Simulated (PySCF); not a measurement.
Write a Z-matrix for 4-methoxystyrene (`C=Cc1ccc(cc1)OC`) as optimised with PBE0-D3(BJ)/def2-SVP.

Z-matrix in Å and degrees, rows numbered from 1:
```
C 
C   1  1.3389
C   2  1.4661  1  127.74
C   3  1.4059  2  119.46  1   179.93
C   4  1.3856  3  121.81  2  -179.96
C   5  1.4005  4  120.09  3    -0.00
O   6  1.3475  5  116.43  4   179.99
C   7  1.3993  6  118.87  5  -179.92
C   6  1.4014  5  119.17  4    -0.02
C   9  1.3911  6  119.90  5     0.03
H   1  1.0936  2  122.43  3     0.01
H   1  1.0921  2  120.89  3  -179.99
H   2  1.0964  1  117.87  3   179.98
H   4  1.0936  3  119.02  2     0.03
H   5  1.0915  4  121.54  3   180.00
H   8  1.1046  7  111.91  6   -61.24
H   8  1.0974  7  106.69  6   179.89
H   8  1.1046  7  111.90  6    61.02
H   9  1.0903  6  120.89  5  -179.98
H  10  1.0923  3  119.74  2    -0.03
```

The 6-membered ring C3–C4–C5–C6–C9–C10 has internal angles of 117.2° to 121.8° (sum 720°, against 720° for a flat polygon); it is planar, 0.00 Å rms from its mean plane, widest ring torsion 0°. The 8 C–C bonds span 1.339 Å (C1=C2, drawn double) to 1.466 Å (C2–C3, drawn single), a spread of 0.127 Å. Of the pairs four or more bonds apart, C8···H19 is among the closest relative to their van der Waals radii: 2.53 Å, 87 % of the sum of Bondi's values. The 10 heavy atoms lie in one plane (0.001 Å rms).

Computed with PBE0-D3(BJ)/def2-SVP geometry optimisation, gas phase (PySCF).

Point group: Cs (every atom within 0.08 Å of its image). PBE0-D3(BJ)/def2-SVP frequencies: not computed here. The numbers are those of one conformer (C1–C2–C3–C4 180°, C5–C6–O7–C8 180°).
